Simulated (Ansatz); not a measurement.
Computed with Ansatz on PBE0-D4/def2-TZVP structures; ΔE is electronic, products minus reactants. CCSD(T)/CBS adds triple-zeta CCSD(T) − MP2 to the extrapolated MP2 energy (def2 sets, frozen cores). Functionals use def2-TZVPP. def2 core potentials past Kr. For Te outer-core shells are correlated without core-valence functions, which leaves a few kJ/mol of doubt a bond. One conformer a species, not always the lowest.

Reaction (redistribution): `[TeH]B1CS1` + `O[SiH2][SiH3]` → `OB1CS1` + `[SiH3][SiH2][TeH]`

`[TeH]B1CS1`:

```xyz
7

Te    1.480    1.868   -0.396
B     0.013    0.367   -0.483
C    -0.673   -0.839    0.165
S    -1.268   -0.259   -1.496
H     2.043    1.385    1.087
H    -0.203   -1.818    0.154
H    -1.392   -0.704    0.968
```

`O[SiH2][SiH3]`:

Z-matrix (Å, degrees):
```
Si
Si 1 2.347
O 1 1.654 2 112.4
H 1 1.484 2 110.6 3 117.6
H 1 1.493 2 108.5 3 -123.5
H 2 1.489 1 110.0 3 177.8
H 2 1.491 1 110.1 3 58.6
H 2 1.488 1 111.4 3 -61.5
H 3 0.958 1 117.6 2 -58.8
```

`OB1CS1`:

Z-matrix (Å, degrees):
```
C
B 1 1.530
S 1 1.883 2 60.8
H 1 1.087 2 121.6 3 101.1
H 1 1.087 2 121.6 3 -101.1
O 2 1.340 1 148.4 3 180.0
H 6 0.961 2 113.4 1 0.0
```

`[SiH3][SiH2][TeH]`:

```xyz
9

Si   -0.484   -0.615   -1.416
Si   -0.211    0.503    0.618
Te    2.025   -0.176    1.508
H    -1.797   -0.263   -2.019
H    -0.429   -2.084   -1.194
H     0.602   -0.227   -2.353
H    -0.263    1.976    0.419
H    -1.285    0.122    1.574
H     1.843    0.764    2.862
```

```csv
level,ΔE (kJ/mol),difference from CCSD(T)/CBS
BLYP-D4,-35.2,-5.3
r2SCAN-D4,-35.0,-5.1
PBE0-D4,-41.6,-11.7
r2SCANh-D4,-36.3,-6.4
ωB97M-V,-38.5,-8.6
r2SCAN,-34.9,-5.0
BHLYP,-36.7,-6.8
MP2/def2-SVP,-54.7,-24.8
HF/def2-TZVPP,-38.1,-8.2
HF/CBS(def2),-37.6,-7.7
CCSD(T)/CBS,-29.9,0
```

Largest T1 diagnostic among the species: 0.014.

In def2-TZVPP, CCSD(T) changes the Hartree–Fock value by +9.3 kJ/mol (the triples alone add +1.8 kJ/mol) and MP2 by +12.8 kJ/mol. At CCSD(T), def2-SVP lies −26.4 kJ/mol from the extrapolated value and def2-TZVPP +1.1 kJ/mol.
